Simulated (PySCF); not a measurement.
HCl3HfO, triplet, geometry from GFN2-xTB (such geometries of metal compounds can be far from the true shape) (the multiplicity is a formal guess) (core potentials on Hf). Base run: DF-HF/def2-SVP run with PySCF.

Input for PySCF:
```python
from pyscf import gto, scf

mol = gto.Mole()
mol.atom = '''
    Hf   -0.253917    0.023804   -0.007038
    Cl    2.053705   -0.284852   -0.145681
    Cl    0.784120    0.821689    1.986196
    Cl   -0.681395   -0.857582   -2.040981
    O    -1.963154    0.438220    0.503379
    H    -2.672031    0.233031   -0.112376
'''
mol.basis = 'def2-svp'
mol.ecp = {'Hf': 'def2-svp'}
mol.charge = 0
mol.spin = 2
mol.verbose = 3
mol.build()

mf = scf.UHF(mol)
mf = mf.density_fit(auxbasis='def2-universal-jkfit')
mf.kernel()
mf.analyze()
```

Each row names what was changed in the base input (with any setting that the change needs).

| change | basis functions | E (Eh) | HOMO (eV) | dipole (D) | core-seconds (rough) |
|---|---|---|---|---|---|
| base | 105 | -1501.04821 | -8.12 | 0.76 | 3 |
| basis = LANL2DZ | 57 | -168.07020 | -9.11 | 1.23 | 2 |
| basis = def2-SV(P) | (withheld) | (withheld) | (withheld) | (withheld) | 5 |
| basis = def2-SVPD | 147 | -1501.07168 | -8.08 | 0.84 | 6 |
| basis = def2-TZVP | (withheld) | (withheld) | (withheld) | (withheld) | 10 |
| basis = def2-TZVPP | 227 | -1501.63371 | -7.87 | 0.88 | 10 |
| basis = def2-TZVPD | 230 | -1501.62977 | -7.87 | 0.90 | 20 |

Problem. Some entries are withheld; supply them.

Solution. 
- basis = def2-SV(P), basis functions: 95
- basis = def2-SV(P), E (Eh): -1501.01328
- basis = def2-SV(P), HOMO (eV): -8.35
- basis = def2-SV(P), dipole (D): 0.70
- basis = def2-TZVP, basis functions: 188
- basis = def2-TZVP, E (Eh): -1501.62731
- basis = def2-TZVP, HOMO (eV): -7.88
- basis = def2-TZVP, dipole (D): 0.86

Totals compare only among sets that treat the same electrons; sets with core potentials leave the core out.

Open shells are given as the SCF converged; they aren't shown to be the lowest states, and a large step between rows can be another state.
